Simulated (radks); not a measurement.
Values are calculated unless marked as measured or tabulated.
Ionisation of the germanium ion Ge2+, [Ar] 3d10 4s2, to Ge3+, [Ar] 3d10 4s1, under several functionals. Scalar-relativistic Kohn-Sham, spin-polarised, spherical densities, point nucleus; open shells are filled with parallel spins first; a radial shooting solver on a logarithmic mesh with Libxc functionals.

[
 {"functional": "SOGGA", "E(Ge2+) (hartree)": "-2096.22387", "Exc (hartree)": "-77.22064", "IE (eV)": "34.167", "-e(HOMO) (eV)": "29.128", "<r> HOMO (bohr)": "1.939", "IE error (eV)": "+0.110"},
 {"functional": "PBEsol", "E(Ge2+) (hartree)": "-2096.45242", "Exc (hartree)": "-77.45069", "IE (eV)": "34.332", "-e(HOMO) (eV)": "29.283", "<r> HOMO (bohr)": "1.937", "IE error (eV)": "+0.274"},
 {"functional": "LDA (Slater exchange, Perdew-Zunger correlation)", "E(Ge2+) (hartree)": "-2095.03825", "Exc (hartree)": "-76.01281", "IE (eV)": "34.855", "-e(HOMO) (eV)": "29.635", "<r> HOMO (bohr)": "1.933", "IE error (eV)": "+0.797"},
 {"functional": "revPBE", "E(Ge2+) (hartree)": "-2098.15803", "Exc (hartree)": "-79.18784", "IE (eV)": "34.213", "-e(HOMO) (eV)": "29.120", "<r> HOMO (bohr)": "1.943", "IE error (eV)": "+0.155"},
 {"functional": "PW91", "E(Ge2+) (hartree)": "-2098.46028", "Exc (hartree)": "-79.49451", "IE (eV)": "34.507", "-e(HOMO) (eV)": "29.366", "<r> HOMO (bohr)": "1.939", "IE error (eV)": "+0.450"},
 {"functional": "BLYP", "E(Ge2+) (hartree)": "-2098.39667", "Exc (hartree)": "-79.41999", "IE (eV)": "34.615", "-e(HOMO) (eV)": "29.328", "<r> HOMO (bohr)": "1.942", "IE error (eV)": "+0.557"}
]

NIST Atomic Spectra Database: 34.058 eV (measured). Closest: SOGGA. The Delta-SCF values span 0.69 eV, the total energies 3.42 hartree. The highest occupied level is 4s.
